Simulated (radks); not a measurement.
Spin polarisation of the 4p5 shell in the krypton ion Kr+. Start: [Ar] 3d10 4s2 4p(up 2.5, down 2.5); electrons of 4p are moved from spin down to spin up, other shells keep equal spins. Calculated with a radial shooting solver on a logarithmic mesh with Libxc functionals: non-relativistic Kohn-Sham, PBEsol, spin-polarised, spherical densities, point nucleus.

\begin{tabular}{lrrrrr}
moment (Bohr magnetons) & E - E(0) (eV) & e(4p up) (eV) & e(4p down) (eV) & 4s down minus up (eV) & 3d down minus up (eV) \\ \hline
0 & 0.000 & -19.550 & -19.550 & 0.000 & 0.000 \\
0.25 & -0.013 & -19.654 & -19.443 & 0.219 & 0.034 \\
0.5 & -0.053 & -19.753 & -19.332 & 0.438 & 0.068 \\
0.75 & -0.119 & -19.850 & -19.216 & 0.658 & 0.102 \\
1 & -0.211 & -19.942 & -19.096 & 0.878 & 0.136 \\
\end{tabular}

At moment 1 the spin-polarisation energy is -0.211 eV and the 4p exchange splitting 0.846 eV, that is 0.846 eV per Bohr magneton; E = -I m^2/4 would give I = 0.844 eV.
